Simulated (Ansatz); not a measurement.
Reaction (formal exchange of groups at a C–C bond): `C#CC(C)OC` + `[F][GeH3]` → `C#[C][GeH2][F]` + `CCOC`

Calculated with Ansatz (gas phase, PBE0-D4/def2-TZVP geometries, no zero-point term in ΔE). CCSD(T)/CBS is the MP2 limit (def2-TZVPP, def2-QZVPP) plus CCSD(T) − MP2 in def2-TZVPP, frozen cores. DFT in def2-TZVPP. B3LYP here is the variant with VWN-RPA as its local correlation; programs differ in this. For Ge outer-core shells are correlated without core-valence functions, which leaves a few kJ/mol of doubt a bond. Scalar relativity is left out up to krypton. One conformer a species, not always the lowest.

```json
{"level": "PBE-D4", "ΔE (kJ/mol)": "-30.2", "difference from CCSD(T)/CBS": "8.9"}
{"level": "r2SCAN-D4", "ΔE (kJ/mol)": "-34.2", "difference from CCSD(T)/CBS": "4.9"}
{"level": "PBE0-D4", "ΔE (kJ/mol)": "-32.0", "difference from CCSD(T)/CBS": "7.1"}
{"level": "ωB97X-V", "ΔE (kJ/mol)": "-34.3", "difference from CCSD(T)/CBS": "4.8"}
{"level": "ωB97M-V", "ΔE (kJ/mol)": "-34.9", "difference from CCSD(T)/CBS": "4.2"}
{"level": "B2PLYP", "ΔE (kJ/mol)": "-40.1", "difference from CCSD(T)/CBS": "-1.0"}
{"level": "r2SCAN", "ΔE (kJ/mol)": "-35.4", "difference from CCSD(T)/CBS": "3.7"}
{"level": "PBE0", "ΔE (kJ/mol)": "-34.8", "difference from CCSD(T)/CBS": "4.3"}
{"level": "B3LYP", "ΔE (kJ/mol)": "-38.6", "difference from CCSD(T)/CBS": "0.5"}
{"level": "MP2/def2-TZVPP", "ΔE (kJ/mol)": "-40.7", "difference from CCSD(T)/CBS": "-1.6"}
{"level": "CCSD/def2-TZVPP", "ΔE (kJ/mol)": "-42.6", "difference from CCSD(T)/CBS": "-3.5"}
{"level": "CCSD(T)/def2-TZVPP", "ΔE (kJ/mol)": "-41.4", "difference from CCSD(T)/CBS": "-2.3"}
{"level": "MP2/def2-QZVPP", "ΔE (kJ/mol)": "-39.1", "difference from CCSD(T)/CBS": "0.0"}
{"level": "HF/CBS(def2)", "ΔE (kJ/mol)": "-44.6", "difference from CCSD(T)/CBS": "-5.5"}
{"level": "MP2/CBS(def2)", "ΔE (kJ/mol)": "-38.4", "difference from CCSD(T)/CBS": "0.7"}
{"level": "CCSD/CBS(def2)", "ΔE (kJ/mol)": "-40.3", "difference from CCSD(T)/CBS": "-1.2"}
{"level": "CCSD(T)/CBS", "ΔE (kJ/mol)": "-39.1", "difference from CCSD(T)/CBS": "0"}
```

Largest T1 diagnostic among the species: 0.013.

The D4 term adds +4.7 kJ/mol with B3LYP and +2.8 kJ/mol with PBE0; it sums over pairs of atoms, weighted by their polarisabilities, and B3LYP, whose exchange is more repulsive, gets the larger term. In def2-TZVPP, CCSD(T) changes the Hartree–Fock value by +4.3 kJ/mol (the triples alone add +1.2 kJ/mol) and MP2 by +5.0 kJ/mol.
